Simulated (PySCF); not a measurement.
# What a mistake does to a calculation on AlCGeH9Si

All numbers below are calculated, not measured. They come from PySCF 2.14.0, an open-source quantum chemistry program, on an isolated molecule that a program drew, which may never have been made. The molecule is AlCGeH9Si (charge 0, singlet), drawn as the SMILES string `[AlH2][CH]([SiH3])[GeH3]`.

Each row is a Hartree-Fock (HF) and frozen-core CCSD(T) single point in the cc-pV(D+d)Z basis, meant for a local HF minimum. Run 1 is clean. Each other run has one planted mistake out of seven kinds, and not every kind appears here: one electron removed, one electron added, multiplicity raised by two, geometry at a saddle point, minimal basis STO-3G, one bond length entered in bohr, all coordinates scaled. The reference is restricted for singlets and unrestricted otherwise, and also for a bond in bohr. Adding or removing an electron swaps singlet and doublet. Electrons count all cores. HOMO and LUMO are orbital energies over both spins, the gradient is its largest component, and the lowest frequency (negative if imaginary) is given only where the gradient is small. Bond lengths are over the 12 bonds as drawn. T1 is the CCSD diagnostic: over 0.02 (restricted) or 0.045 (unrestricted) a single reference is doubtful. Germanium has the cc-pVDZ-PP basis, with a core potential (ECP10MDF) in place of its 10 inner electrons, and its 3s, 3p and 3d shells are frozen in CCSD(T).

Geometry of the clean run:
```xyz
13
AlCGeH9Si, angstrom
Al   -0.5568    1.3304   -1.7205
C    -0.0053    0.0889   -0.3001
Si   -1.4013   -0.6475    0.7199
Ge    1.1901   -1.3162   -1.0251
H    -0.0610    2.8307   -1.6799
H    -1.4642    0.8215   -2.9108
H     0.6183    0.6733    0.3909
H    -2.1752    0.4271    1.3949
H    -0.8937   -1.5669    1.7694
H    -2.3361   -1.4075   -0.1449
H     2.0548   -0.7469   -2.1653
H     2.1258   -1.8365    0.0708
H     0.3715   -2.4820   -1.5908
```

```
run  electrons  basis functions  <S^2>  HOMO (eV)  LUMO (eV)  gradient (hartree/bohr)  lowest frequency (cm^-1)  mean bond (Å)  longest bond (Å)      T1  HF (hartree)  CCSD(T) (hartree)                          mistake
  1         74              128  0.000     -10.73       1.23                  2.2e-06                        53         1.5955             1.982  0.0110    -867.32557         -867.83055                         no fault
  2         74              128  0.959      -9.15       0.47                  2.7e-02                         -         1.7425             3.746  0.0183    -867.23320         -867.70676  one bond length entered in bohr
  3         74              128  2.019      -4.82      -2.43                  6.8e-02                         -         1.5955             1.982  0.0289    -867.14262         -867.64339       multiplicity raised by two
  4         73              128  0.768     -16.31      -7.62                  5.6e-02                         -         1.5955             1.982  0.0241    -866.98912         -867.47007             one electron removed
  5         74              128  0.000     -10.39       0.96                  2.7e-02                         -         1.7136             2.129  0.0121    -867.27567         -867.79072           all coordinates scaled
  6         75              128  0.766       0.18       7.10                  2.3e-02                         -         1.5955             1.982  0.0133    -867.29915         -867.82271                                ?
```

**Which mistake was planted in run 6, and what did it cost?**

It counts 75 electrons, one more than the clean run, at the same geometry and basis. So the mistake is: one electron added. Subtracting run 1 and multiplying by 627.51 kcal/mol a hartree, the energy moved by 16.6 kcal/mol in HF and 4.9 kcal/mol in CCSD(T).

Cautions from the logs. Run 6: the HOMO is above zero, so the electron isn't bound and the energy depends on the basis.
